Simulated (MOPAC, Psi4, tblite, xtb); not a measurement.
Interaction energy of C2H4 ··· CS2 (SMILES C=C and S=C=S). Monomers: optimised at B3LYP-D3(BJ) (def2-TZVP), held rigid. Orientation: lowest of the rigid-body minima from ten starts at GFN2-xTB. The monomers approach along the line of their centres of mass (distance R); nothing else relaxes.

Methods: GFN1-xTB (xtb); PM3, restricted, heats of formation (MOPAC); GFN2-xTB (tblite); SAPT0/jun-cc-pVDZ, frozen core (Psi4).

Interaction energies in kJ/mol; the last columns give the difference from SAPT0:

| R / Å | GFN1-xTB | PM3 | GFN2-xTB | SAPT0/jun-cc-pVDZ | GFN1-xTB − SAPT0/jun-cc-pVDZ | PM3 − SAPT0/jun-cc-pVDZ | GFN2-xTB − SAPT0/jun-cc-pVDZ |
|---|---|---|---|---|---|---|---|
| 2.80 | 6.44 | 37.78 | 3.30 | 29.06 | -22.62 | 8.72 | -25.76 |
| 2.99 | -0.93 | 23.04 | -3.79 | 12.59 | -13.53 | 10.45 | -16.38 |
| 3.21 | -4.17 | 12.90 | -6.88 | 2.73 | -6.91 | 10.16 | -9.61 |
| 3.40 | -4.90 | 7.75 | -7.43 | -1.19 | -3.71 | 8.94 | -6.25 |
| 3.57 | -4.86 | 4.86 | -7.16 | -2.72 | -2.14 | 7.58 | -4.45 |
| 3.82 | -4.36 | 2.38 | -6.23 | -3.27 | -1.09 | 5.64 | -2.96 |
| 4.07 | -3.72 | 1.09 | -5.12 | -2.97 | -0.75 | 4.06 | -2.15 |
| 4.43 | -2.83 | 0.25 | -3.65 | -2.21 | -0.62 | 2.46 | -1.44 |
| 4.89 | -1.90 | -0.08 | -2.25 | -1.38 | -0.52 | 1.30 | -0.87 |
| 5.57 | -1.00 | -0.13 | -1.04 | -0.66 | -0.35 | 0.52 | -0.38 |
| 6.61 | -0.39 | -0.07 | -0.29 | -0.22 | -0.17 | 0.15 | -0.07 |
| 7.92 | -0.13 | -0.03 | -0.02 | -0.06 | -0.07 | 0.04 | 0.04 |

GFN1-xTB is furthest from SAPT0/jun-cc-pVDZ at 2.80 (-22.62 kJ/mol, below); its mean absolute difference over the points is 4.37 kJ/mol.

PM3 is furthest from SAPT0/jun-cc-pVDZ at 2.99 (10.45 kJ/mol, above); its mean absolute difference over the points is 5.00 kJ/mol.

GFN2-xTB is furthest from SAPT0/jun-cc-pVDZ at 2.80 (-25.76 kJ/mol, below); its mean absolute difference over the points is 5.86 kJ/mol.
